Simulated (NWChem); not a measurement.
System: BHOF₂; SMILES OB(F)F

```xyz
5

B     -0.0234    -0.0085     0.0000
F      1.2972    -0.1393     0.0000
F     -0.7587    -1.1014     0.0000
O     -0.6196     1.1941     0.0000
H      0.0077     1.9240     0.0000
```
Atoms are numbered in this order, from 1.

Results from NWChem. Geometry optimised at PBE0/def2-SVP; all other runs use it. Pople sets run with spherical d functions.

```json
[
 {"quantity": "−ε(HOMO) (eV)", "level": "B3LYP/6-31G*", "value": "9.89"},
 {"quantity": "charge (e), Mulliken F2", "level": "Hartree-Fock/6-31G*", "value": "…"},
 {"quantity": "first state with f > 0.002 (eV), O K edge, unshifted", "level": "PBE0/6-311G**, TDA", "value": "522.1"},
 {"quantity": "anisotropy (bohr³), static", "level": "PBE/6-31+G*", "value": "…"},
 {"quantity": "dipole (D)", "level": "PBE0/def2-SVP", "value": "2.10"},
 {"quantity": "highest harmonic frequency (cm⁻¹)", "level": "PBE0/def2-SVP", "value": "…"}
]
```

**Question.** What belongs in the gaps?

**Answer.** 
- charge (e), Mulliken F2, value: -0.40
- anisotropy (bohr³), static, value: 6.9
- highest harmonic frequency (cm⁻¹), value: 3929
